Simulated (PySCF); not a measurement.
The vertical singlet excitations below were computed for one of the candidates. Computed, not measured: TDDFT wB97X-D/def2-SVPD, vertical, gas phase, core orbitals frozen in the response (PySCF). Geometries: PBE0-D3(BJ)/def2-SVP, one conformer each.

```tsv
state	E (eV)	f
S1	6.78	0.034
S2	7.19	0.051
S3	7.31	0.016
S4	7.61	0.0079
S5	7.67	0.013
S6	7.89	0.040
S7	7.99	0.082
S8	8.08	0.040
S9	8.16	0.0090
S10	8.22	0.020
```

Question: Which structure fits? All have the formula C8H16Si.
A. `CC[C@@H]1C[C@H](C2CC2)[SiH2]1`
B. `C1CCC(C2C[SiH2]C2)C1`
C. `C[C@]12CC[C@](C[SiH3])(C1)C2`
D. `C=C[C@@H]1CC[Si@@H]1CCC`
E. `C1[Si@H]([C@@H](C1)C=C)CCC`

Answer: A. Its S1 lies at 6.78 eV; the nearest of the others has S1 at 6.53 eV. S1 is HOMO→LUMO (66%), HOMO-1→LUMO (20%). Löwdin shares by element: HOMO carbon 54% or more, silicon 15% (atoms not listed hold the other 31%); LUMO silicon 32%, hydrogen 20% or more, carbon 8% or more (atoms not listed hold the other 40%). At the same level the other candidates give, for their lowest levels:
- `C=C[C@@H]1CC[Si@@H]1CCC`: 6.43 eV (f 0.381); 6.63 eV (f 0.104); 7.16 eV (f 0.007); 7.21 eV (f 0.035); 7.49 eV (f 0.031); T1 4.25 eV; HOMO -8.45, LUMO 1.95 eV
- `C1CCC(C2C[SiH2]C2)C1`: 7.21 eV (f 0.013); 7.75 eV (f 0.004); 7.82 eV (f 0.130); 8.06 eV (f 0.026); 8.07 eV (f 0.013); T1 6.90 eV; HOMO -9.48, LUMO 2.14 eV
- `C[C@]12CC[C@](C[SiH3])(C1)C2`: 7.91 eV (f 0.039); 8.41 eV (f 0.026); 8.44 eV (f 0.010); 8.51 eV (f 0.021); 8.63 eV (f 0.026); T1 7.64 eV; HOMO -9.71, LUMO 2.08 eV
- `C=C[C@@H]1CC[Si@H]1CCC`: 6.53 eV (f 0.400); 6.68 eV (f 0.106); 7.16 eV (f 0.014); 7.28 eV (f 0.022); 7.33 eV (f 0.010); T1 4.27 eV; HOMO -8.42, LUMO 2.08 eV

Conformer computed: `[CH3:1][CH2:2][C@@H:3]1[CH2:4][C@H:5]([CH:6]2[CH2:7][CH2:8]2)[SiH2:9]1`: C1–C2–C3–C4 -64°, C4–C5–C6–C7 157°.
Triplets come from the Tamm–Dancoff approximation.

Without π bonds the low states are Rydberg-like; a valence basis with one diffuse set may place them up to an eV too high.
